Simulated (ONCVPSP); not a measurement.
## Ranking ONCV potentials for tungsten

All share these settings but for the change named:

* Element: W (Z = 74)
* Generator: ONCVPSP 4.0.1
* Type: optimised norm-conserving Vanderbilt (ONCV)
* Functional: PBE
* Relativity: scalar-relativistic
* Frozen core: [Kr] 4d10 4f14
* Valence charge: 14
* Reference configuration: 5s2 5p6 5d4 6s2
* Partial waves: 5s+6s: rc 1.80 bohr, ncon 4, nbas 8, qcut 7.4 1/bohr, 2 projectors; 5p: rc 1.75 bohr, ncon 3, nbas 6, qcut 8.1 1/bohr, 2 projectors, debl 3.8 Ha; 5d: rc 2.80 bohr, ncon 4, nbas 9, qcut 4.8 1/bohr, 2 projectors, debl 3 Ha
* Local potential: polynomial inside 1.20 bohr (lpopt 5, dvloc0 2 Ha)
* Core correction: Teter function, fcfact 2, rcfact 1.8

Cutoff: the first of the cutoffs (Ha) at which the residual kinetic energy of the hardest occupied pseudo-wave falls to 1 and 0.1 mHa per electron; the density cutoff is not measured.

The base gives 20 Ha.

Of 9 variants that were run, those that failed, showed a ghost or another fault, or gave nearly equal values are left out.

A variant can come out equal or close to the base.

**Question.** Rank these variants from softest to hardest (loose cutoff).
A. all radii but the core radius scaled by about 0.96 (s 1.72, p 1.68, d 2.68 bohr); local potential polynomial inside 1.14 bohr (lpopt 5, dvloc0 2 Ha)
B. all radii but the core radius scaled by about 1.21 (s 2.18, p 2.12, d 3.40 bohr); local potential polynomial inside 1.46 bohr (lpopt 5, dvloc0 2 Ha)
C. all radii but the core radius scaled by about 1.12 (s 2.02, p 1.96, d 3.14 bohr); local potential polynomial inside 1.34 bohr (lpopt 5, dvloc0 2 Ha)

**Answer.** B (13 Ha), C (15 Ha), A (21 Ha).
